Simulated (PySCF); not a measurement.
# Ionisation energy of Er⁴⁰⁺ by level of theory

Er⁴⁰⁺ [Ar] 3d10 (1S) → Er⁴¹⁺ [Ar] 3d9 (2D), as a difference of total energies. All numbers are calculated (PySCF 2.14, scalar relativity by spin-free X2C-1e, in an uncontracted even-tempered set (18 s from 7.7 bohr⁻², ratio 2.5; 13 p from 10 bohr⁻², ratio 2.5; 8 d from 10 bohr⁻², ratio 2.5; 4 f from 44 bohr⁻², ratio 2.7; 3 g from 66 bohr⁻², ratio 2.7)). Correlated levels: outer shells: [Ne] frozen; virtual orbitals above 40 to 60 times the deepest correlated orbital energy dropped. The calculations carry no spin-orbit coupling.

| method | ionisation energy (eV) |
| --- | --- |
| UHF | 3176.2 |
| LDA | 3174.3 |
| PBE | 3173.5 |
| PBE0 | 3174.8 |
| r2SCAN | 3175.2 |
| BP86 | 3173.8 |
| PBEsol | 3173.5 |
| MP2 (outer shells) | 3177.9 |
| SCS-MP2 (outer shells) | 3177.6 |

A first-order spin-orbit estimate (lowest level to lowest level, LS coupling) adds -17.554 eV.

Breit and QED terms and the two-electron picture change are absent.

For comparison: 3157 ± 4 eV (theoretical estimate listed by NIST; NIST Atomic Spectra Database, ionization energies).
